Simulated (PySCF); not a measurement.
These are TPSSh-D3(BJ)/def2-TZVP // TPSS-D3(BJ)/def2-SVP in PySCF values and carry that method's errors. All species are isolated molecules in the gas phase. One relaxed conformer stands for a flexible species; it need not be the lowest. 

Reference species: [Zn(NH2)(CH3)] (neutral, multiplicity 1).

The charge on the central atom (meta-Löwdin) comes out as 1.07 e. The coordination number is 2, the charge on the central atom (Mulliken) comes out as 0.39 e and the mean distance from the central atom to its bonded neighbours is 1.888 Å.

After one change: the charge on the central atom (meta-Löwdin) increases by 0.08 e; the coordination number hardly moves; the charge on the central atom (Mulliken) rises by 0.09 e; the mean distance from the central atom to its bonded neighbours rises by 0.151 Å.

Task: What was changed between the two runs? The new species is one of these.
A) [Zn(NH2)(Cl)]
B) [Zn(NH2)(F)]
C) [Zn(NH2)(N(CH3)2)]
D) [Zn(NH2)(Br)]

Result: D, [Zn(NH2)(Br)]
